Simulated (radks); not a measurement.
All-electron atom: Hg XXVI in [Kr] 4d10 4f9 (the NIST ground configuration).

All-electron calculation, non-relativistic Kohn-Sham, TPSS, spin-polarised, spherical densities, point nucleus; open shells are filled with parallel spins first (spin-orbit coupling, left out, can overturn this in heavy ions); meta-GGA in the generalised Kohn-Sham scheme; relativity is left out, which matters for an element this heavy. Program: a radial shooting solver on a logarithmic mesh with Libxc functionals.

Energy parts (Ry):
total: -36277.8810
kinetic: 36271.3209
electron-nucleus: -83287.4033
Hartree: 11378.4631
exchange-correlation: -640.2617

Orbitals (lengths in bohr, moments of r in powers of bohr):
orbital,occ.,eigenvalue (Ry),<r^4>,<r>
1s up,1,-5572.192,5.761e-07,0.01892
1s down,1,-5572.193,5.761e-07,0.01892
2s up,1,-978.2887,0.00009254,0.07964
2s down,1,-978.2778,0.00009252,0.07964
2p up,3,-942.8629,0.00005795,0.06730
2p down,3,-942.8562,0.00005794,0.06730
3s up,1,-271.9438,0.003101,0.2004
3s down,1,-271.5163,0.003090,0.2002
3p up,3,-255.2645,0.002738,0.1909
3p down,3,-254.8738,0.002727,0.1906
3d up,5,-224.2754,0.001815,0.1666
3d down,5,-223.9869,0.001804,0.1664
4s up,1,-97.77439,0.05931,0.4275
4s down,1,-97.23135,0.05966,0.4281
4p up,3,-90.43979,0.06178,0.4284
4p down,3,-89.88914,0.06222,0.4292
4d up,5,-77.01805,0.06560,0.4269
4d down,5,-76.44356,0.06632,0.4280
4f up,7,-59.15844,0.06665,0.4142
4f down,2,-58.51080,0.06825,0.4161

The highest occupied level is 4f down at -796.08 eV. The electron density at the nucleus is 3.675e+05 e/bohr^3. The density falls to 0.001 e/bohr^3 at r = 1.30 bohr.
